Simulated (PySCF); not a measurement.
Compound: phosphorus tribromide, PBr3.
Cartesian coordinates in Å at the PBE0-D3(BJ)/def2-TZVP level; atoms count from 1:
```
atom  x, y, z in Å
Br1   -1.314    0.411    1.439
P2     0.059    0.690   -0.286
Br3    1.929   -0.228    0.490
Br4   -0.661   -0.890   -1.675
```

Method: TDDFT CAM-B3LYP/aug-cc-pVTZ, vertical, gas phase, core orbitals frozen in the response (PySCF). Isolated species at its PBE0-D3(BJ)/def2-TZVP geometry, gas phase. The CAM-B3LYP/aug-cc-pVTZ calculation is non-relativistic and has no spin–orbit coupling, an omission that weighs most on bromine.

Computed states:

| state | E (eV) | f |
| --- | --- | --- |
| S1 | 4.49 | 0.017 |
| S2 | 5.04 | 0.017 |
| S3 | 5.04 | 0.017 |
| S4 | 5.11 | 0.0000 |
| S5 | 5.63 | 0.026 |
| S6 | 5.63 | 0.029 |
| S7 | 5.71 | 0.068 |
| S8 | 5.71 | 0.068 |
| S9 | 5.93 | 0.0039 |

Each state is given a Gaussian of 0.25 eV full width at half maximum, with ε(max) = 2.175×10⁸ f / Δν̃ (Δν̃ the width in cm⁻¹). The width is an assumption, not a result. The curve ends short of the highest state used, and states not computed would add to its high-energy end.

Question: What does the envelope look like, and where are its maxima?

Answer: 
λ (nm), ε (L mol⁻¹ cm⁻¹) and a bar:
```
    232.8        212 ##
    235.8        462 ####
    238.8       1328 ###########
    241.7       2585 ######################
    244.7       3575 ##############################
    247.7       3498 #############################
    250.6       2523 #####################
    253.6       1342 ###########
    256.6        550 #####
    259.5        224 ##
    262.5        216 ##
    265.5        461 ####
    268.4        892 #######
    271.4       1406 ############
    274.4       1756 ###############
    277.3       1767 ###############
    280.3       1454 ############
    283.3        986 ########
    286.2        571 #####
    289.2        275 ##
    292.2        113 #
    295.1         41 
    298.1         13 
    301.1          3
```

Maxima: 276 nm (4.49 eV), ε about 1800, made up of S1 (100%); 246 nm (5.04 eV), ε about 3700, made up of S2 (50%) and S3 (50%) (ε in L mol⁻¹ cm⁻¹; maxima over ε = 5, shares over 10%). At its high-energy end, 5.33 eV, the curve is still rising (ε about 220, from S2, S3, S5 and S6).

Question: On this curve, what absorbance would a 10⁻⁴ mol/L sample give at 266 nm over a 1 cm path?

Answer: 266 nm is 4.661 eV, where ε is about 520 L mol⁻¹ cm⁻¹, so A = ε c l ≈ 0.052 (Beer–Lambert, with the gas-phase spectrum and the assumed width).

Question: What would ε be at 5.04 eV, the highest of these maxima, with half the width (0.125 eV)?

Answer: About 7380 L mol⁻¹ cm⁻¹ against 3690, a factor of about 2.00; a lone state at its own centre would give exactly 2.

Question: Does any computed singlet lie in the visible range?

Answer: No computed singlet lies in the visible range (380 to 750 nm); the lowest, at 276 nm, stands 1.23 eV above its violet end (3.26 eV).

Time: 53 s wall; peak memory 1.0 GiB. Hardware: Arm Neoverse V2, one thread, shared host with 96 logical CPUs at a one-minute load of 52.
